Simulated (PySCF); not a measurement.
## Correlation energy of Sn (tin, neutral)

[Kr] 4d10 5s2 5p2, high-spin 3P determinant. Computed with PySCF 2.14 in def2-SVP with the def2 core potential (28 electrons) (4s4p2d, 26 functions), with scalar relativity through the core potential. Frozen: 4s2 4p6 4d10; 4 electrons correlated.

MP2 pair energies summed by pair of shells (mhartree):

| pair | energy | share (%) |
| --- | --- | --- |
| 5s-5p | -20.07 | 58.6 |
| 5s-5s | -11.03 | 32.2 |
| 5p-5p | -3.16 | 9.2 |

Total MP2 correlation energy: -34.26 mhartree.

Same-spin part -5.80 and opposite-spin part -28.46 mhartree; SCS-MP2 scales them by 1/3 and 6/5 to -36.09 mhartree.

| level | correlation energy (mhartree) |
| --- | --- |
| CCSD | -48.14 |
| (T) | -0.59 |
| CCSD(T) | -48.73 |

Diagnostics: T1 = 0.0078, D1 = 0.0214, largest double amplitude 0.094.

Cost of the coupled-cluster step: 0.18 s of wall time on 1 thread of Neoverse-N1 (shared host), for 4 correlated electrons.

Iterations:

```
CC2 = 0
CCSD nocc = (np.int64(3), np.int64(1)), nmo = (17, 17)
frozen orbitals [[0, 1, 2, 3, 4, 5, 6, 7, 8], [0, 1, 2, 3, 4, 5, 6, 7, 8]]
max_cycle = 100
direct = 0
conv_tol = 1e-08
conv_tol_normt = 1e-06
diis_space = 8
diis_start_cycle = 0
Init t2, MP2 energy = -0.0342631399932074
Init E_corr(UCCSD) = -0.0342631399932379
cycle = 1  E_corr(UCCSD) = -0.0438252867602045  dE = -0.00956214677  norm(t1,t2) = 0.0490719
cycle = 2  E_corr(UCCSD) = -0.0466081176848919  dE = -0.00278283092  norm(t1,t2) = 0.0180764
cycle = 3  E_corr(UCCSD) = -0.0481401793626755  dE = -0.00153206168  norm(t1,t2) = 0.00786933
cycle = 4  E_corr(UCCSD) = -0.0481264902150423  dE = 1.36891476e-05  norm(t1,t2) = 0.0013569
cycle = 5  E_corr(UCCSD) = -0.0481375279743807  dE = -1.10377593e-05  norm(t1,t2) = 0.000197754
cycle = 6  E_corr(UCCSD) = -0.0481341060484483  dE = 3.42192593e-06  norm(t1,t2) = 2.36042e-05
cycle = 7  E_corr(UCCSD) = -0.0481353997203979  dE = -1.29367195e-06  norm(t1,t2) = 4.88099e-06
cycle = 8  E_corr(UCCSD) = -0.0481350686188198  dE = 3.31101578e-07  norm(t1,t2) = 1.30146e-06
cycle = 9  E_corr(UCCSD) = -0.0481351054885259  dE = -3.68697061e-08  norm(t1,t2) = 1.57994e-07
cycle = 10  E_corr(UCCSD) = -0.0481351007245852  dE = 4.76394067e-09  norm(t1,t2) = 2.59805e-08
UCCSD converged
E(UCCSD) = -213.3842685066099  E_corr = -0.04813510072458522
UCCSD(T) correction = -0.000588806890006184
```
